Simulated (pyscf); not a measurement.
## `[CH3][Al]([CH3])[CH3]`, singlet

Gas-phase minimum from PySCF at ωB97X-D3(BJ)/def2-SVP, one conformer. 

SMILES: [CH3][Al]([CH3])[CH3]
```xyz
13

C     -1.9355    -0.1504    -0.3745
Al    -0.3071    -0.4826     0.6702
C     -0.3299    -0.2396     2.6180
C      1.3372    -1.0593    -0.2339
H     -1.8250     0.7762    -0.9682
H     -2.1248    -0.9561    -1.1056
H     -2.8410    -0.0329     0.2433
H     -1.0184    -0.9616     3.0942
H     -0.7108     0.7616     2.8894
H      0.6571    -0.3629     3.0928
H      1.5399    -2.1249    -0.0179
H      1.2973    -0.9543    -1.3306
H      2.2199    -0.5042     0.1294
```

Bonds (Å): C1–Al2 1.963, C1–H5 1.106, C1–H6 1.104, C1–H7 1.102, Al2–C3 1.963, Al2–C4 1.963, C3–H8 1.106, C3–H9 1.105, C3–H10 1.102, C4–H11 1.106, C4–H12 1.102, C4–H13 1.104. Angles (°): Al2–C1–H5 110.2, Al2–C1–H6 111.8, Al2–C1–H7 113.7, H5–C1–H6 105.8, H5–C1–H7 107.1, H6–C1–H7 107.9, C1–Al2–C3 119.8, C1–Al2–C4 120.0, C3–Al2–C4 120.2, Al2–C3–H8 110.7, Al2–C3–H9 111.1, Al2–C3–H10 113.8, H8–C3–H9 105.7, H8–C3–H10 107.4 (the first ones only).

Properties at ωB97X-D3(BJ)/def2-SVP:

```yaml
harmonic_wavenumbers_unscaled: 19, 26, 44, 167, 168, 183, 523, 542, 548, 584, 650, 653, 714, 762, 762, 1230, 1230, 1230, 1433, 1434, 1435, 1439, 1440, 1441, 3044, 3044, 3045, 3128, 3128, 3128, 3154, 3155, 3155 cm⁻¹
zero_point_energy: 66.7 kcal/mol
rotational_symmetry_number: 1
Entropy of this conformer at 298 K and 1 atm, rigid rotor and harmonic oscillator, modes under 100 cm⁻¹ raised to 100: 360.9 J/(mol K)
dipole_moment: 0.01 D
```

Single-point totals, which compare only within one level (frozen core for MP2 and CC):

```csv
level,total energy (hartree)
ωB97X-D3(BJ)/def2-TZVP,-362.33833
PBE/def2-TZVP,-361.91443
r²SCAN/def2-TZVP,-362.12679
B3LYP-D3(BJ)/def2-TZVP,-362.28267
PBE0-D3(BJ)/def2-TZVP,-361.97109
M06-2X/def2-TZVP,-362.14666
ωB97M-D3(BJ)/def2-TZVP,-362.30376
HF/def2-TZVPP,-360.82854
MP2/def2-TZVPP,-361.45241
CCSD/def2-TZVPP,-361.50385
CCSD(T)/def2-TZVPP,-361.52892
```

The lowest mode is so soft that the shape along it may change with the basis. Soft torsions are taken as harmonic, which can shift the entropy by several J/(mol K). The CCSD(T) − MP2 part came from Ansatz, without density fitting, on the same reference.
